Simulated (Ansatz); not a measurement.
Coupled-cluster diagnostics for Ge₂O, Ansatz.

Geometry of the singlet (r2SCAN-D4/def2-TZVP):

Cartesian coordinates in Å:
```
Ge 0.554 -1.099 -0.476
Ge -0.220 1.255 -0.343
O -0.335 -0.156 0.819
```

Correlated methods freeze 19 core orbitals; core or outer-core shells of Ge are correlated, in sets that lack core-valence functions. At PBE0-D4/def2-TZVP a singlet of charge 0 lies 0.48 eV below the triplet, each at its own geometry. At PBE0-D4/def2-TZVP a singlet of charge 0 lies 4.14 eV below the quintet, each at its own geometry. The structure comes from a short search, and lower isomers may exist.

Geometry of the charge 0 triplet (r2SCAN-D4/def2-TZVP):

```xyz
3

Ge    0.853    0.954   -0.313
Ge   -0.324   -1.220   -0.375
O    -0.529    0.266    0.688
```

Geometry of the charge 0 quintet (r2SCAN-D4/def2-TZVP):

Cartesian coordinates in Å:
```
Ge 0.1261 0.8229 -1.0653
Ge -0.7171 -0.1407 1.1375
O 0.5910 -0.6822 -0.0722
```

Problem. Estimate the CCSD(T) correlation energy, the shares of MP2 and (T), T1 and the reference's ⟨S²⟩ for: charge 0, singlet, own geometry in def2-TZVPP; charge 0, triplet, own geometry in def2-TZVPP; charge 0, quintet, own geometry in def2-TZVPP; charge 1, doublet, vertical in def2-TZVPP; and the rough time on 4 threads of Arm Neoverse N1 on a shared host.

Solution. 
```csv
state,basis,correlation (eV),MP2 share (%),(T) share (%),T1,⟨S²⟩ (pure),wall time,remarks
"charge 0, singlet, own geometry",def2-TZVPP,-19.579,96.2,4.8,0.020,0.00 (0.00),11 s,restricted SCF unstable
"charge 0, triplet, own geometry",def2-TZVPP,-19.078,95.5,4.8,0.032,2.06 (2.00),33 s,–
"charge 0, quintet, own geometry",def2-TZVPP,-18.048,94.0,4.6,0.046,6.07 (6.00),34 s,large T1
"charge 1, doublet, vertical",def2-TZVPP,-18.538,96.2,4.7,0.022,0.80 (0.75),20 s,–
```
Customary marks for T1 are 0.02 (closed shells), 0.045 (open shells) and about 0.05 (3d metals). T1 exceeds 0.02 in 3 of 4 rows and 0.045 in 1; the higher it lies, the less the single-reference result can be trusted.
